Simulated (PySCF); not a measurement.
Sb⁺ (antimony, charge +1) across methods

[Kr] 4d10 5s2 5p2, high-spin 3P determinant. Computed with PySCF 2.14 in aug-cc-pVQZ-PP with ECP28MDF (7s7p5d3f2g, 92 functions), with scalar relativity through the core potential. The B2PLYP total includes its PT2 part (frozen core); its orbital energies are those of the SCF part.

```
 method  E (hartree)  mean ε 5s α (eV)  mean ε 5s β (eV)  mean ε 5p α (eV)  Σ⟨r²⟩ (bohr²)   ⟨S²⟩
  TPSSh    -239.8024           -21.990           -20.061           -13.106          45.42  2.003
   PBE0    -239.8914           -22.834           -20.760           -13.688          45.44  2.003
    PBE    -239.8789           -21.244           -19.851           -12.560          45.49  2.002
    UHF   -238.96283           -26.708           -22.291           -16.398          46.05  2.010
LC-wPBE    -239.9123           -26.132           -23.463           -16.356          45.26  2.005
 B2PLYP    -239.6140           -24.223           -21.524           -14.562          45.69  2.004
 r2SCAN    -239.9743           -21.807           -19.922           -12.947          45.28  2.004
```

Problem. Estimate the same row for LDA.

Solution. E (hartree) = -239.5038; mean ε 5s α (eV) = -21.509; mean ε 5s β (eV) = -20.310; mean ε 5p α (eV) = -12.629; Σ⟨r²⟩ (bohr²) = 45.42; ⟨S²⟩ = 2.001.

Energies and moments cover only the electrons outside the core potential.
